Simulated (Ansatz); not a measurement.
Ansatz (a quantum-chemistry and plane-wave program) input (B3LYP/6-31G* with LANL2DZ past Ar): The .json file joins the Basis Set Exchange's 6-31G* for atoms up to Ar and LANL2DZ past it.

Ansatz 0.2 input:
```yaml
crystal:
  periodic: [false, false, false]
  atoms:
    - {symbol: C, position_ang: [-1.93184900, -0.44554700, -0.11029200]}
    - {symbol: N, position_ang: [-0.75577400, 0.18954200, 0.45683100]}
    - {symbol: C, position_ang: [-0.94140600, 1.61307100, 0.67414700]}
    - {symbol: Ge, position_ang: [0.88453000, -0.34332700, -0.21581900]}
    - {symbol: H, position_ang: [-2.21263300, -0.04580800, -1.09858000]}
    - {symbol: H, position_ang: [-1.77212900, -1.52011500, -0.21380600]}
    - {symbol: H, position_ang: [-2.78948500, -0.30043700, 0.55560300]}
    - {symbol: H, position_ang: [-0.05675000, 2.04527200, 1.14479000]}
    - {symbol: H, position_ang: [-1.78941400, 1.77819300, 1.34766800]}
    - {symbol: H, position_ang: [-1.14394800, 2.17543400, -0.25217300]}
    - {symbol: H, position_ang: [0.91894400, -1.87870800, -0.15079100]}
    - {symbol: H, position_ang: [1.96321900, 0.29180000, 0.67628500]}
    - {symbol: H, position_ang: [1.10720100, 0.10889100, -1.68372900]}
basis:
  gaussian:
    orbitals: 6-31Gs+LANL2DZ.json
hamiltonian:
  xc: {name: B3LYP}
output: {forces: true}
```

Output:

```
Functional definition: B3LYP
integrals: 0.03 GiB planned
837 factors; integrals over basis functions are off by at most 5.6e-4 eV
mean field: 0.23 GiB planned
mean field evaluation 1: about -3806.1477 eV, gradient 5.4e1 eV
mean field evaluation 2: about -3792.8294 eV, gradient 9.1e1 eV
mean field evaluation 4: about -3812.8640 eV, gradient 4.7e0 eV
mean field evaluation 8: about -3812.8743 eV, gradient 3.1e-2 eV
mean field -3812.87435117 eV, -140.1205479464 hartree, gradient 5.6e-5 eV, S^2 0.000000; 0 other end points of the search recorded, 0 dependent functions left out
the calculation of the forces begins
reference -3812.87458531 eV, -140.1205565508 hartree; 16, 16 occupied and 55, 55 virtual orbitals, 837 factors
Total energy: -3812.87458531 eV, -140.1205565508 hartree
Atom 0 at    -1.931849    -0.445547    -0.110292 Å, force    -0.006233     0.056906    -0.018516 eV/Å
Atom 1 at    -0.755774     0.189542     0.456831 Å, force     0.104430    -0.089181     0.102185 eV/Å
Atom 2 at    -0.941406     1.613071     0.674147 Å, force    -0.038981    -0.011159    -0.044453 eV/Å
Atom 3 at     0.884530    -0.343327    -0.215819 Å, force    -0.139569     0.060820     0.016611 eV/Å
Atom 4 at    -2.212633    -0.045808    -1.098580 Å, force    -0.058428     0.028354    -0.123736 eV/Å
Atom 5 at    -1.772129    -1.520115    -0.213806 Å, force     0.014080    -0.149107    -0.005076 eV/Å
Atom 6 at    -2.789485    -0.300437     0.555603 Å, force    -0.115906     0.013945     0.088270 eV/Å
Atom 7 at    -0.056750     2.045272     1.144790 Å, force     0.114916     0.060480     0.074788 eV/Å
Atom 8 at    -1.789414     1.778193     1.347668 Å, force    -0.110186     0.025835     0.092801 eV/Å
Atom 9 at    -1.143948     2.175434    -0.252173 Å, force    -0.025643     0.096499    -0.097770 eV/Å
Atom 10 at     0.918944    -1.878708    -0.150791 Å, force     0.044725    -0.118028    -0.011787 eV/Å
Atom 11 at     1.963219     0.291800     0.676285 Å, force     0.115321     0.028704     0.044125 eV/Å
Atom 12 at     1.107201     0.108891    -1.683729 Å, force     0.101474    -0.004070    -0.117442 eV/Å
Dipole moment:    -0.052649     0.055772    -0.079888 e Å
```

The geometry given is a B3LYP-D3(BJ)/def2-TZVP minimum.
